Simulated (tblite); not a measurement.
Calculated harmonic vibrations of the isolated species, GFN2-xTB (tblite), most abundant isotopes, no scaling. Against measured fundamentals such values can be off by several per cent, at times by over 20. Modes of hydrogen on boron, silicon and tin can be 10 to 20 % off. One conformer each. Thermal functions are those of the rigid rotor and harmonic oscillator, without mixing of conformers.

Question: Order these by their ideal-gas entropy at 298.15 K and 1 bar, highest first (cal/(mol K)).
A. `ClC[C@H]1CBCCC1`
B. `C[P@@](=O)(CO)C(F)(F)F`
C. `CP(C)P(F)F`
D. `[SnH4]`
E. `C/N=C\C(C#N)=C(C)C`
F. `CCOC([SiH3])([SiH3])[SiH3]`

Answer: F (112.7), B (105.5), E (103.3), C (94.1), A (91.6), D (54.4).

```tsv
SMILES	atoms	mass (u)	symmetry number	modes under 300 cm⁻¹	ZPE (kcal/mol)	S translation (cal/(mol K))	S rotation	S vibration	S	Cp
CCOC([SiH3])([SiH3])[SiH3]	21	150.04	1	12	92.2	41.0	29.8	41.9	112.7	50.4
C[P@@](=O)(CO)C(F)(F)F	15	162.01	1	9	59.5	41.2	29.5	34.8	105.5	40.1
C/N=C\C(C#N)=C(C)C	19	122.08	1	9	96.0	40.3	29.2	33.7	103.3	39.4
CP(C)P(F)F	12	129.99	1	8	50.3	40.5	28.1	25.5	94.1	31.6
ClC[C@H]1CBCCC1	20	130.07	1	6	105.9	40.5	29.2	21.8	91.6	34.9
[SnH4]	5	123.93	12	0	15.8	40.4	12.5	1.5	54.4	12.0
```

Entropies and Cp are for 298.15 K and 1 bar.
